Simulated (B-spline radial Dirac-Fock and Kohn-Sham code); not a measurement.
## Electron momentum distribution of F²⁺: Compton profiles

System: the F²⁺ ion, configuration [He] 2s2 2p3.

Model: the impulse approximation on Dirac-Fock densities. Program: a radial atomic solver. pz is in atomic units of momentum; subshell profiles are per electron, for a selection of subshells; open shells are spread over both j values by their weights.

```csv
pz,J total,J 1s1/2,J 2s1/2,J 2p3/2
0,1.840,0.0999,0.450,0.247
0.1,1.833,0.0998,0.447,0.247
0.15,1.824,0.0998,0.442,0.247
0.22,1.806,0.0997,0.433,0.247
0.32,1.768,0.0994,0.415,0.246
0.47,1.687,0.0989,0.378,0.244
0.68,1.537,0.0979,0.314,0.238
1,1.260,0.0957,0.212,0.215
1.5,0.8408,0.0908,0.0907,0.159
2.2,0.4609,0.0817,0.0212,0.0850
3.2,0.2354,0.0665,0.00647,0.0298
4.7,0.1196,0.0445,0.00576,0.00638
6.9,0.05215,0.0219,0.00283,0.000891
10,0.01707,0.00759,0.000800,9.50e-05
15,0.003391,0.00156,0.000131,6.32e-06
22,0.0005410,0.000251,1.85e-05,< 1e-6
32,7.415e-05,3.47e-05,2.36e-06,< 1e-6
```

J(0) = 1.840. The 2s1/2 subshell gives the largest part, 49 %.

Mean momentum ⟨p⟩ by subshell (a.u.): 1s1/2 7.31, 2s1/2 1.97, 2p1/2 2.61, 2p3/2 2.61.

Values without a named source are computed, but for edge energies of neutral atoms, which are taken from tables.
